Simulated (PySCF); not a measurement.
Computed with PBE-D3(BJ)/def2-TZVP // BP86-D3(BJ)/def2-SVP (PySCF). Isolated molecules, 0 K electronic values unless said otherwise. 

Reference species: [Ti(Cl)3] (neutral, multiplicity 2).

```json
{
 "charge on the central atom (Mulliken)": "0.92 e",
 "highest_occupied_spin_orbital": "-5.51 eV"
}
```

Changed species: [Hf(Cl)3] (M = Hf, multiplicity 2; the reference has M = Ti, multiplicity 2).

Task: Predict the effect on the charge on the central atom (Mulliken) and highest occupied spin orbital.

Result: the charge on the central atom (Mulliken) decreases by 0.03 e, to 0.89 e; the highest occupied spin orbital goes up by 0.44 eV, to -5.07 eV.
